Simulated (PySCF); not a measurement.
Si(F)(OH) (FHOSi), SMILES O[Si]F (connectivity only; charge and spin as stated), neutral, multiplicity 1. Geometry optimised at B3LYP-D3(BJ)/def2-TZVP. The values are those of a single conformer.

TDA-M06-2X/def2-SVPD (PySCF) puts the lowest singlet excitations at 5.81, 7.47, 7.77, 7.98, 8.40, 8.48 eV.

Question: What are the lowest excitation roots from ADC(2)/aug-cc-pVDZ (PySCF 2.14.0)? (Estimate from the structure and the level; the computed values follow.)

Answer: 5.56, 7.18, 7.38, 7.64, 7.68, 7.89 eV. S1 differs by -0.25 eV (second minus first; roots are paired by order, and the bases may differ).
